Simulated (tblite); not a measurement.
Isomers of C4H6FOSi2 (doublet state). Level: GFN2-xTB in tblite, geometry and Hessian alike; calculated harmonic values, unscaled, isolated species. Errors from tens to a few hundred cm⁻¹ against measured bands are possible. Modes of hydrogen on silicon can be 10 to 20 % off. One conformer each. Open shells enter through the occupations alone, without spin polarisation, and single modes of such species can be off by tens of per cent.

Electronic energies: GFN2-xTB at the same geometries; isomer energies are rough at this level and their order can be wrong.

```tsv
SMILES	electronic energy, lowest = 0 (kcal/mol)
Fc1ccoc1[SiH][SiH3]	0.0
Fc1ccoc1[SiH2][SiH2]	2.4
Fc1[c]coc1[SiH2][SiH3]	40.9
Fc1c[c]oc1[SiH2][SiH3]	37.6
```

**Question.** How do GFN2-xTB zero-point energies change the relative energies?

**Answer.** 
| SMILES | ZPE (kcal/mol) | of it from modes above 1550 cm⁻¹ | electronic (kcal/mol) | with ZPE, lowest = 0 (kcal/mol) | lowest mode (cm⁻¹) | rings |
| --- | --- | --- | --- | --- | --- | --- |
| Fc1ccoc1[SiH][SiH3] | 51.3 | 24.0 | 0.0 | 0.0 | 16 | 1 |
| Fc1ccoc1[SiH2][SiH2] | 51.2 | 23.9 | 2.4 | 2.3 | 7 | 1 |
| Fc1c[c]oc1[SiH2][SiH3] | 48.9 | 22.9 | 37.6 | 35.2 | 17 | 1 |
| Fc1[c]coc1[SiH2][SiH3] | 49.0 | 22.7 | 40.9 | 38.6 | 11i | 1 |

The zero-point energies span 2.4 kcal/mol, from `Fc1c[c]oc1[SiH2][SiH3]` to `Fc1ccoc1[SiH][SiH3]`. Slightly imaginary modes are left out of the zero-point energy: `Fc1[c]coc1[SiH2][SiH3]` 10.8i cm⁻¹. The order is unchanged.
